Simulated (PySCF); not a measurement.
SbH2(OEt), C2H7OSb.
Geometry (PBE0-D3(BJ)/def2-SVP, Å), atoms numbered from 1 in this order:
```xyz
11
C2H7OSb angstrom
Sb     1.5000    1.9514    0.6193
H      2.6859    2.0492   -0.6165
H      0.4790    3.0513   -0.2449
O      0.7382    0.2776   -0.1778
C     -0.4516   -0.2270    0.3668
C     -0.7398   -1.5695   -0.2678
H     -0.3843   -0.3456    1.4699
H     -1.3044    0.4599    0.1796
H     -1.6652   -2.0070    0.1377
H     -0.8507   -1.4602   -1.3568
H      0.0910   -2.2656   -0.0786
```

Computed with PBE0-D3(BJ)/def2-SVP geometry optimisation, gas phase, def2 core potentials past Kr in PySCF.

(1) Which atoms are bound to Sb1, and at what distances?

(2) List the angles at Sb1.

(3) What is the shape at Sb1?

(4) What are the other bond lengths?

(5) Give some angles away from the centre.

## Answers

(1) 3 atoms: H2 1.716 Å, H3 1.732 Å, O4 2.004 Å. The nearest atom not counted as bound is C5, at 2.94 Å.

(2) 
```
    angle  degrees  distance of the outer atoms (Å)
H3–Sb1–O4     96.2                             2.79
H2–Sb1–O4     91.4                             2.67
H2–Sb1–H3     90.7                             2.45
```

(3) Pyramidal: angles 96.2°, 91.4° and 90.7°, sum 278.2°, 0.99 Å off the plane of its three neighbours. The Sb–H distances aren't all alike: 1.716 to 1.732 Å.

(4) O4–C5 1.402 Å; C5–C6 1.513 Å; C5–H7, C5–H8 1.111 Å; C6–H9, C6–H10, C6–H11 1.100 Å.

(5) Sb1–O4–C5 117.9°, O4–C5–C6 108.5°.

Charge 0, singlet. No PBE0-D3(BJ)/def2-SVP frequencies stand behind this structure, so it isn't proved a minimum.

One conformer stands for the species.
